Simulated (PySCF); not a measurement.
PtF₃⁻, singlet: computed properties

Level of theory: PySCF, PBE, basis Pt def2-SVPD with ECP60, F def2-SVPD (scalar-relativistic core potentials, no spin–orbit coupling, density fitting).

The structure is a minimum.

| Property | Result |
| --- | --- |
| Point group | Cs |
| Bond lengths | Pt–F 1.938 Å, Pt–F 1.993 Å (×2) |
| Bond angles | F–Pt–F 86.1°, F–Pt–F 105.8°, F–Pt–F 168.0° |
| Zero-point energy | 11.8 kJ/mol |
| Rotational symmetry number | 1 |
| Enthalpy at 298.15 K above 0 K | 16.87 kJ/mol |
| Rotational constants | 0.2546, 0.1104, 0.077 cm⁻¹ |
| Lowest empty level | 0.28 eV |
| Dipole moment about the centre of mass | 2.22 D |
| Principal polarisabilities | 43.6, 47.6, 60.6 bohr³ |
| Highest occupied level | -0.35 eV |
| Principal quadrupole moments (Buckingham, traceless) about the centre of mass | -15.17, 5.43, 9.74 D Å |
| Heat capacity Cp at 298.15 K | 72.3 J/(mol K) |
| Entropy at 298.15 K and 1 bar | 336.0 J/(mol K) |

Harmonic modes (masses in u: Pt 194.965, F 18.998):
| symmetry | ω (cm⁻¹) | IR (km/mol) | μ (u) | type |
| --- | --- | --- | --- | --- |
| a' | 37 | 11.4 | 20.44 | bend |
| a'' | 187 | 8.1 | 22.92 | bend |
| a' | 199 | 7.0 | 20.94 | bend |
| a' | 498 | 192 | 21.74 | stretch |
| a' | 505 | 19.4 | 19.48 | stretch |
| a' | 542 | 47.9 | 20.74 | stretch |

Charges (e); Mulliken and Löwdin values are unreliable with diffuse functions:
```csv
atom,Mulliken,Löwdin,polar tensor,Mayer order to Pt1
Pt1,0.80,0.78,0.93,–
F2,-0.55,-0.53,-0.58,0.68
F3,-0.61,-0.63,-0.63,0.47
F4,-0.63,-0.62,-0.72,0.51
```

Mulliken populations on Pt1 (electrons outside its core potential): s 2.75, p 6.08, d 8.35, f 0.03.

Outer orbital energies (eV). occupied: -4.01, -3.60, -3.26, -3.00, -1.02, -0.96, -0.62, -0.35; empty: 0.28, 3.26, 4.53, 4.92.

Formally Pt is in oxidation state +2, d8, with 0 unpaired electrons (the high-spin count would be 2). The polar-tensor charge on Pt, 0.93, is far below the formal one.

This need not be the most stable arrangement of these atoms. The lowest empty level of this anion is unbound, so it and the gap depend on the basis. Spin–orbit coupling, left out here, can matter for elements this heavy.

The final relaxation and frequency run took 2.1 min on 2 threads of a shared Arm Neoverse N1 host, with 104 basis functions and 24 gradients; the process peaked at 1.1 GiB. Launch command: `OMP_NUM_THREADS=2 python axn.py task.json out`.
